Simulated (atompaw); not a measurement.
**cobalt: PAW (atompaw) pseudisation with PBE, scalar-relativistic reference atom.**

cobalt, PAW, made with atompaw 4.2.0.5 (PBE, scalar-relativistic). Core [Ar], reference 3d7.5 4s1.5 4p0. Waves: 4s (bound): rc 2.50 bohr; 4s channel at 3.95 Ry: rc 2.50 bohr; 4p (bound, empty): rc 2.55 bohr; 4p channel at 0.35 Ry: rc 2.55 bohr; 3d (bound): rc 1.85 bohr; 3d channel at 2.9 Ry: rc 1.85 bohr. Local part: vpsmatchnc scheme with l = 3 at 0 Ry, radius 2.45 bohr. Core correction: smooth core density matched at 2.20 bohr. Augmentation charge: sinc compensation charge, radius 1.85 bohr; PAW radius 2.55 bohr; waves and projectors: custom rrkj gramschmidtortho.

All-electron outer shells of the reference configuration (PBE, scalar-relativistic, ld1.x):

```
shell  level (eV)  outermost node (bohr)  outermost maximum (bohr)
   3s      -99.81                   0.31                      0.67
   3p      -63.12                   0.28                      0.68
   3d       -6.04                      –                      0.67
   4s       -4.89                   0.96                      2.38
   4p       -1.03                   1.06                      3.46
```

Calculated quality:

| Item | Value |
| --- | --- |
| Cutoffs needed | 30 Ry and 50 Ry (the cutoffs (Ry, on a coarse ladder) from which the occupation-weighted sum of valence levels, in a spherical-Bessel basis at the reference potential, stays within 10 and 1 mRy of its value at 400 Ry) |
| Ghost test | no extra level below or beside the all-electron valence levels (s, p, d, f tested) (spherical-Bessel basis up to 400 Ry, 20 bohr box) |
| Lowest eigenvalue of the overlap operator | 0.59 (p channel) |
| Overlap eigenvalues printed by atompaw (projector basis) | 0.433, 0.641, 1.49, 10.2, 14.4, 85.3 |
| Share of each valence orbital outside the PAW sphere | 4s 59 %, 4p 87 %, 3d 5 % |

Generation and tests took about 7.3 s on one core of a shared server CPU.
